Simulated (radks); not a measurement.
Q: Radial electron density D(r) = 4 pi r^2 rho(r) of an atom or ion with 6 electrons. Calculated with a radial shooting solver on a logarithmic mesh with Libxc functionals: scalar-relativistic Kohn-Sham, PBE, spin-polarised, spherical densities, finite nucleus; Fermi nuclear charge, rms radius of each element as measured or else 0.836 A^(1/3) + 0.57 fm.

| r (bohr) | D(r) (e/bohr) | spin D(r) |
|---|---|---|
| 0.0247 | 0.7335 | -0.0000930 |
| 0.02741 | 0.8740 | -0.000103 |
| 0.03065 | 1.051 | -0.000110 |
| 0.03401 | 1.243 | -0.000110 |
| 0.03805 | 1.482 | -0.0000999 |
| 0.04222 | 1.735 | -0.0000727 |
| 0.04722 | 2.044 | -0.0000130 |
| 0.05239 | 2.365 | 0.0000861 |
| 0.0586 | 2.747 | 0.000265 |
| 0.06503 | 3.133 | 0.000531 |
| 0.07273 | 3.575 | 0.000978 |
| 0.0807 | 4.004 | 0.00161 |
| 0.09027 | 4.471 | 0.00262 |
| 0.1002 | 4.897 | 0.00400 |
| 0.112 | 5.326 | 0.00616 |
| 0.1243 | 5.676 | 0.00903 |
| 0.139 | 5.976 | 0.0134 |
| 0.1543 | 6.160 | 0.0191 |
| 0.1726 | 6.232 | 0.0275 |
| 0.1915 | 6.168 | 0.0381 |
| 0.2142 | 5.947 | 0.0534 |
| 0.2376 | 5.605 | 0.0722 |
| 0.2658 | 5.105 | 0.0985 |
| 0.2949 | 4.548 | 0.130 |
| 0.3299 | 3.891 | 0.172 |
| 0.3661 | 3.276 | 0.221 |
| 0.4094 | 2.665 | 0.283 |
| 0.4543 | 2.191 | 0.352 |
| 0.5082 | 1.817 | 0.438 |
| 0.5638 | 1.616 | 0.527 |
| 0.6307 | 1.557 | 0.633 |
| 0.6998 | 1.626 | 0.737 |
| 0.7827 | 1.795 | 0.846 |
| 0.8685 | 1.993 | 0.936 |
| 0.9714 | 2.195 | 1.01 |
| 1.078 | 2.330 | 1.06 |
| 1.206 | 2.381 | 1.07 |
| 1.338 | 2.327 | 1.04 |
| 1.496 | 2.162 | 0.976 |
| 1.66 | 1.926 | 0.884 |
| 1.857 | 1.615 | 0.761 |
| 2.061 | 1.305 | 0.635 |
| 2.305 | 0.9828 | 0.498 |
| 2.558 | 0.7170 | 0.380 |
| 2.861 | 0.4823 | 0.270 |
| 3.174 | 0.3164 | 0.187 |
| 3.55 | 0.1894 | 0.120 |
| 3.939 | 0.1112 | 0.0753 |
| 4.406 | 0.05875 | 0.0428 |
| 4.889 | 0.03042 | 0.0237 |
| 5.469 | 0.01384 | 0.0115 |
| 6.068 | 0.006131 | 0.00534 |
| 6.787 | 0.002308 | 0.00210 |
| 7.531 | 0.0008399 | 0.000787 |

What is the nuclear charge?

A: Z = 6. The innermost maximum, from 1s, lies near gamma/Z bohr with gamma = sqrt(1 - (Z/c)^2) = 0.999, here 0.167 bohr (found: 0.173), and its height grows with Z. The density is that of neutral carbon in [He] 2s2 2p2; the configuration itself is not fixed sharply by these data. D(r) has 2 maxima, at r = 0.173, 1.21 bohr, and minima at 0.621 bohr, inside which lie 2.13 electrons.
